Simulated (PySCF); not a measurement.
Vertical excitations of a molecule C2H11NSi3 from TDA-PBE0/def2-SVPD (PySCF), as energy in eV (oscillator strength): 5.08 (0.001), 5.34 (0.001), 6.00 (0.026), 6.05 (0.025), 6.13 (0.193), 6.21 (0.068). Lowest triplet (TDA): 4.86 eV. Geometry: r2SCAN-D4/def2-SVP. One conformer was computed; it need not be the lowest.

Task: Pick the molecule that these values belong to.
(A) N[Si]1([SiH3])C[SiH2]C1
(B) C[SiH2][Si@@H]1CN[SiH2]1
(C) [SiH3][SiH2][SiH]1CNC1
(D) N[C@@H]1[SiH2]C[SiH2][SiH2]1

Result: B, C[SiH2][Si@@H]1CN[SiH2]1
